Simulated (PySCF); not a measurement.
# Bond lengths and vibrations by method: AlClGeH2O

All numbers below are calculated, not measured. They come from PySCF 2.14.0, an open-source quantum chemistry program, on an isolated molecule that a program drew, which may never have been made. The molecule is AlClGeH2O (charge 0, singlet), drawn as the SMILES string `[OH][Al]([Cl])[GeH]`.

The geometry was optimised and harmonic frequencies were computed with HF and MP2, all in the cc-pV(D+d)Z basis, for the commonest isotopes, with a restricted reference for singlets and an unrestricted one otherwise, and a frozen core in MP2. Germanium has the cc-pVDZ-PP basis, with a core potential (ECP10MDF) in place of its 10 inner electrons, and its 3s, 3p and 3d shells are frozen in MP2. Each result is a local minimum of its method.

Geometry at the HF minimum:
```xyz
6
AlClGeH2O, angstrom
O     1.0088    2.3304   -0.3281
Al    1.4970    0.9324    0.4735
Cl    2.2774    1.1412    2.4473
Ge    1.3765   -1.3405   -0.6827
H     1.0053    3.2281   -0.0382
H    -0.0697   -1.5674   -0.0722
```

Lengths of the bonds as drawn, in Å (atoms numbered as above):
```
   bond     HF    MP2
 O1-Al2  1.684  1.710
Al2-Cl3  2.133  2.130
Al2-Ge4  2.553  2.553
  O1-H5  0.943  0.965
 Ge4-H6  1.586  1.597
```

Rotational constants, in GHz:
```
constant      HF     MP2
       A   4.141   4.051
       B   1.122   1.131
       C  0.8908  0.8918
```

Harmonic frequencies in cm^-1, each column in rising order, so a row needn't be the same motion in every method:
```
rank    HF   MP2
   1    76    66
   2   162   153
   3   166   155
   4   179   179
   5   291   284
   6   392     ?
   7   510   501
   8   566   522
   9   611   625
  10   898   859
  11  1992  1945
  12  4211  3911
```

**Estimate the missing MP2 frequency from the HF column.**

A single factor s that minimises the squared misfit of MP2 against s times HF over the other rows is sum(HF x MP2) / sum(HF^2) = 0.9400, with an rms misfit of 32 cm^-1. For rank 6 it gives 0.9400 x 392 = 368 cm^-1. The calculation gives 363 cm^-1, 5 cm^-1 below the estimate. The drawn bonds are on average 0.9 % longer in MP2 than in HF.
